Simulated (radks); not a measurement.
Problem. The neodymium ion Nd13+, 47 electrons, occupied as [Kr] 4d10 5s1 (the NIST ground configuration). Calculated with a radial shooting solver on a logarithmic mesh with Libxc functionals: Dirac Kohn-Sham, Slater X-alpha with alpha = 0.93, spin-unpolarised, spherical densities, finite nucleus; Fermi nuclear charge, rms radius 4.9123 fm. Some entries of the table are withheld. Estimate them.

| orbital | occ. | eigenvalue (eV) | <r^2> (bohr^2) |
|---|---|---|---|
| 1s1/2 | 2 | (1) | 0.0007583 |
| 2s1/2 | 2 | -7333.566 | 0.01192 |
| 2p1/2 | 2 | -6965.679 | 0.008688 |
| 2p3/2 | 4 | -6440.086 | 0.009934 |
| 3s1/2 | 2 | (2) | 0.08011 |
| 3p1/2 | 2 | -1646.427 | (3) |
| 3p3/2 | 4 | -1540.719 | (4) |
| 3d3/2 | 4 | -1260.699 | 0.06635 |
| 3d5/2 | 6 | -1237.681 | 0.06839 |
| 4s1/2 | 2 | -559.0586 | 0.3935 |
| 4p1/2 | 2 | -497.3964 | 0.4111 |
| 4p3/2 | 4 | -472.7809 | 0.4450 |
| 4d3/2 | 4 | -369.5538 | 0.4898 |
| 4d5/2 | 6 | -364.8825 | 0.5013 |
| 5s1/2 | 1 | (5) | (6) |

Solution. 
(1) 1s1/2 eigenvalue (eV): -43797.03
(2) 3s1/2 eigenvalue (eV): -1805.712
(3) 3p1/2 <r^2> (bohr^2): 0.07495
(4) 3p3/2 <r^2> (bohr^2): 0.08218
(5) 5s1/2 eigenvalue (eV): -241.6319
(6) 5s1/2 <r^2> (bohr^2): 1.557
